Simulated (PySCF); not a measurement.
B(Cl)(I)(OH) (BClHIO), SMILES ClB(O)I.

The structure is a stationary point at B3LYP-D3(BJ)/def2-SVP. The def2 effective core potentials stand for the cores of I; spin–orbit coupling is left out. The values are those of a single conformer.

Calculation: ωB97X/def2-TZVPD run with PySCF.

Symmetry labels are those of the subgroup Cs that the program uses (full group Cs).

Question: List the valence orbital energies around the gap with their symmetry. (Estimate from the structure and the level; the computed values follow.)

Answer: 
```tsv
orbital	symmetry	energy (eV)
HOMO−7	A'	-16.50
HOMO−6	A'	-14.89
HOMO−5	A"	-14.60
HOMO−4	A'	-12.60
HOMO−3	A"	-12.39
HOMO−2	A'	-11.78
HOMO−1	A"	-10.12
HOMO	A'	-9.91
LUMO	A'	1.02
LUMO+1	A"	1.32
LUMO+2	A'	1.39
LUMO+3	A'	1.82
```
